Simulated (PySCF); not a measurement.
C3H7O (SMILES [CH2]OCC), doublet, geometry from GFN2-xTB. Base run: WB97X/STO-3G (PySCF).

Input for PySCF:
```python
from pyscf import gto, scf, dft

mol = gto.M(
    atom='''
C     1.47636091    0.46690084    0.43656209
O     0.67912262    0.16234169   -0.62321348
C    -0.43280872   -0.65426045   -0.34422677
C    -1.53589260    0.10514891    0.39027090
H     2.33584498    1.04898782    0.16980171
H     1.50487155   -0.20483374    1.27848841
H    -0.12026787   -1.52387992    0.25181567
H    -0.79348822   -1.00042701   -1.31669844
H    -1.86163835    0.95462183   -0.20442846
H    -1.16166216    0.47186307    1.34336563
H    -2.38259847   -0.55180144    0.56772592
''',
    basis='sto-3g',
    spin=1,
    verbose=4,
)

mf = dft.UKS(mol)
mf.xc = 'wb97x'
mf.kernel()
```

Variants of this job, named by their change:

```tsv
change	ΔE vs base (mEh)	grid points	electrons on the grid
base	0.000	125096	33.00002
grids.level = 0	-26.242	8688	33.00224
grids.atom_grid = (99, 590)	0.014	357672	33.00000
grids.atom_grid = (75, 302)	0.000	160304	33.00002
grids.level = 1	0.063	38024	33.00029
grids.atom_grid = (30, 110)	0.944	27096	33.00032
grids.level = 4	0.014	224040	33.00000
grids.atom_grid = (50, 194)	0.044	72680	33.00018
grids.prune = dft.gen_grid.sg1_prune	-0.001	55560	33.00022
grids.prune = dft.gen_grid.treutler_prune	-0.056	107272	33.00002
grids.atom_grid = (150, 974)	0.014	894064	33.00000
```

Open shells are given as the SCF converged; they aren't shown to be the lowest states, and a large step between rows can be another state.
